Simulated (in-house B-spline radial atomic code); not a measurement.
Values are calculated unless marked as measured or tabulated.
**From levels and matrix elements to observables: Ni25+**

One electron outside the 1s2 core, from an all-electron radial atomic-structure program (B-spline basis): Brueckner orbitals with a screened correlation potential on Dirac-Hartree-Fock, Breit and QED terms for the lowest states, dipole elements in length form with static core polarisation. The core's own polarisability, by RPA, is 1.477e-05 bohr³.

```
state  removal energy (cm⁻¹)  size of the reduced dipole element to 2s1/2 (a.u.)
2s1/2               19351248                                                   -
3s1/2                8485232                                                   -
2p1/2               18924196                                              0.1585
2p3/2               18746737                                              0.2262
3p1/2                8366738                                             0.08798
3p3/2                8314204                                              0.1213
```

Use R = 109737.3 cm⁻¹, 1 hartree = 219474.6 cm⁻¹, c = 137.036 and 1 a.u. of rate = 4.1341e16 s⁻¹.

(1) Find the quantum defects of the two s states and predict 4s1/2.

(2) What are the wavelength, oscillator strength and rate of 2s1/2–2p3/2?

Results:

(1) With n* = 26 √(R/E): 2s1/2 has n* = 1.9579, δ = 0.0421; 3s1/2 has n* = 2.9568, δ = 0.0432. Ritz's form δ = δ0 + b/n*² gives b = -0.008, δ0 = 0.0441, so with n* ≈ 4 − 0.0432, δ = 0.0436 and E = R × 26²/(4 − 0.0436)² = 4739195 cm⁻¹. The program finds 4741402 cm⁻¹. In so highly charged an ion δ holds relativistic, Breit and QED shifts that Ritz's form doesn't follow, and the higher level lacks the last two.

(2) ΔE = 604511 cm⁻¹ = 2.75435 hartree, λ = 16.542 nm in vacuum. f = (2/3) ΔE D²/(2j + 1 of the lower state) = (2/3) × 2.75435 × 0.2262²/2 = 0.0470. A = (4/3) ΔE³ D²/(c³ (2j' + 1)) = 1.3849e-07 a.u. = 5.725e+09 s⁻¹, a partial lifetime of 0.1747 ns.
